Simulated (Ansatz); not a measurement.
```yaml
crystal:
  periodic: [false, false, false]
  atoms:
    - {symbol: B, position_ang: [0.086736, 1.165597, -0.434979]}
    - {symbol: D, position_ang: [1.184477, 0.554755, 0.496797]}
    - {symbol: N, position_ang: [0.849996, -0.659304, 0.844015]}
    - {symbol: C, position_ang: [-0.394391, -1.010998, 0.218026]}
    - {symbol: N, position_ang: [-0.829013, 0.069267, -0.546980]}
    - {symbol: H, position_ang: [0.035580, 2.173332, -0.990351]}
    - {symbol: H, position_ang: [2.099448, 0.882087, 0.916589]}
    - {symbol: H, position_ang: [-0.298035, -1.935808, -0.465056]}
    - {symbol: H, position_ang: [-1.116282, -1.324936, 1.049279]}
    - {symbol: H, position_ang: [-1.699606, 0.048703, -1.089499]}
basis:
  gaussian: {orbitals: pcseg-2}
hamiltonian: {xc: {name: RPBE}, dispersion: d3bjatm}
output: {forces: true}
```

```sh
$ ansatz run in.yaml --threads 2 --pin off --events-out ev --progress --plain --max-ram 4352MiB
```

Shortened log:

```
Error: YAML parse error: error: line 5 column 16: `D` is not an element symbol (H … Og, case-exact)
 --> <input>:5:16
3 |   atoms:
4 |     - {symbol: B, position_ang: [0.086736, 1.165597, -0.434979]}
5 |     - {symbol: D, position_ang: [1.184477, 0.554755, 0.496797]}
6 |     - {symbol: N, position_ang: [0.849996, -0.659304, 0.844015]}
7 |     - {symbol: C, position_ang: [-0.394391, -1.010998, 0.218026]}
```

Question: What is wrong with this run?

Answer: An element symbol is wrong. The program refused the input.
